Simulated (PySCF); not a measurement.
C2H7O2Sb, SMILES C[O][SbH][O]C. Coordinates come from a PBE-D3(BJ)/def2-SVP optimisation. The structure was generated by enumeration; whether it is a known compound was not checked. The def2 effective core potentials stand for the cores of Sb; spin–orbit coupling is left out. The values are those of a single conformer.

Computed equilibrium geometry at PBE-D3(BJ)/def2-SVP (PySCF confirms it by a frequency run) as a Z-matrix (one conformer of several):
```
O
C 1 1.4153
H 2 1.1117 1 108.06
H 2 1.1158 3 107.49 1 121.87
H 2 1.1179 3 107.18 4 115.17
Sb 1 2.0299 2 117.49 3 -167.62
O 6 2.0186 1 98.40 2 -83.71
C 7 1.4174 6 117.87 1 -49.01
H 8 1.1116 7 108.10 6 170.91
H 8 1.1139 9 108.24 7 122.27
H 8 1.1174 9 107.92 10 116.00
H 6 1.7513 7 95.35 8 39.62
```
Charge 0, spin multiplicity 1.
